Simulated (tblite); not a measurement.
Species: C5H16N2OSi.
SMILES with atom numbers: `[CH3:1][CH2:2][CH2:3][CH2:4][NH:5][Si@@:6]([CH3:7])([NH2:8])[OH:9]` (hydrogens: H10, H11, H12 on C1; H13, H14 on C2; H15, H16 on C3; H17, H18 on C4; H19 on N5; H20, H21, H22 on C7; H23, H24 on N8; H25 on O9)

Computed with GFN2-xTB (tblite), gas phase: L-BFGS steps from a force-field or distance-geometry start until the largest atomic force falls under 0.01 eV/Å.

At the end of the run (lengths in Å): Si6–O9 1.635, Si6–N8 1.734, Si6–C7 1.901, O9–H25 0.953, C7–H20 1.085, C4–N5 1.446, C1–H11 1.088, N8–Si6–O9 100.4°, N5–Si6–C7 105.3°, C7–Si6–N8 114.5°, C7–Si6–O9 112.9°, C1–C2–C3–C4 178°, C2–C3–C4–N5 -179°, C3–C4–N5–Si6 81°, H25–O9–Si6–N5 46°, H23–N8–Si6–N5 140°.

Problem. These geometries were met on the way; a selection of coordinates is given. Order them by energy above the end point, lowest first.
A. Si6–O9 1.635, Si6–N8 1.734, Si6–C7 1.908, O9–H25 0.952, C7–H20 1.086, C4–N5 1.455, C1–H11 1.086, N8–Si6–O9 102.5°, N5–Si6–C7 111.5°, C7–Si6–N8 113.5°, C7–Si6–O9 110.0°, C1–C2–C3–C4 177°, C2–C3–C4–N5 -177°, C3–C4–N5–Si6 55°, H25–O9–Si6–N5 100°, H23–N8–Si6–N5 177°
B. Si6–O9 1.645, Si6–N8 1.752, Si6–C7 1.923, O9–H25 0.956, C7–H20 1.077, C4–N5 1.458, C1–H11 1.085, N8–Si6–O9 111.1°, N5–Si6–C7 110.7°, C7–Si6–N8 106.6°, C7–Si6–O9 105.1°, C1–C2–C3–C4 -179°, C2–C3–C4–N5 -178°, C3–C4–N5–Si6 55°, H25–O9–Si6–N5 107°, H23–N8–Si6–N5 -168°
C. Si6–O9 1.741, Si6–N8 1.793, Si6–C7 1.852, O9–H25 0.991, C7–H20 1.120, C4–N5 1.413, C1–H11 1.120, N8–Si6–O9 107.9°, N5–Si6–C7 114.3°, C7–Si6–N8 108.3°, C7–Si6–O9 107.1°, C1–C2–C3–C4 180°, C2–C3–C4–N5 180°, C3–C4–N5–Si6 59°, H25–O9–Si6–N5 110°, H23–N8–Si6–N5 -170°
D. Si6–O9 1.639, Si6–N8 1.747, Si6–C7 1.874, O9–H25 0.955, C7–H20 1.080, C4–N5 1.442, C1–H11 1.090, N8–Si6–O9 107.7°, N5–Si6–C7 111.7°, C7–Si6–N8 108.8°, C7–Si6–O9 106.3°, C1–C2–C3–C4 180°, C2–C3–C4–N5 -176°, C3–C4–N5–Si6 49°, H25–O9–Si6–N5 107°, H23–N8–Si6–N5 -174°
E. Si6–O9 1.631, Si6–N8 1.730, Si6–C7 1.904, O9–H25 0.952, C7–H20 1.087, C4–N5 1.448, C1–H11 1.088, N8–Si6–O9 100.9°, N5–Si6–C7 105.0°, C7–Si6–N8 118.2°, C7–Si6–O9 108.4°, C1–C2–C3–C4 169°, C2–C3–C4–N5 180°, C3–C4–N5–Si6 56°, H25–O9–Si6–N5 68°, H23–N8–Si6–N5 173°

Solution. E (0.132 eV), A (0.217 eV), D (0.352 eV), B (0.575 eV), C (1.047 eV).

```tsv
step	E above end (eV)	rms distance from the end, all atoms (Å)	largest force (eV/Å)	rms shift of all bonds from the end (Å)
36	0.132	0.842	0.120	0.002
22	0.217	0.910	0.159	0.003
7	0.352	0.934	0.401	0.007
2	0.575	0.940	0.846	0.009
0	1.047	0.946	2.544	0.034
```

Rows stand in the order of the answer.
